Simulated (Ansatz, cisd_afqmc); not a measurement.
System: B, charge 0, doublet.

Total energies in aug-cc-pVQZ-DK, 3 correlated electrons, 1 frozen orbitals. UHF or UKS for unpaired electrons; spin-orbit terms are left out. The -DK rows use spin-free X2C. AFQMC is phaseless with a CISD trial state; ± is one standard error, without the phaseless bias. Outlying blocks are dropped, and bars are widened where a walk drifts. Over all cases where full CI ran beside it in this data, AFQMC minus full CI had a median of +0.1 mEh and passed +0.4 mEh in a tenth of the cases. Full CI freezes restricted core orbitals and the other rows unrestricted ones, which leaves a small offset even where coupled cluster is exact.

```csv
method,program,energy (Eh),error against FCI (mEh)
HF,Ansatz,-24.53973,68.34
MP2,Ansatz,-24.58698,21.09
CCSD,Ansatz,-24.60623,1.84
CCSD(T),Ansatz,-24.60769,0.38
CCSDT,Ansatz,-24.60810,-0.03
AFQMC/CISD,cisd_afqmc,-24.6079 ± 0.0002,0.2 ± 0.2
FCI,Ansatz,-24.60807,0.00
```

Ansatz is a program for electronic structure.
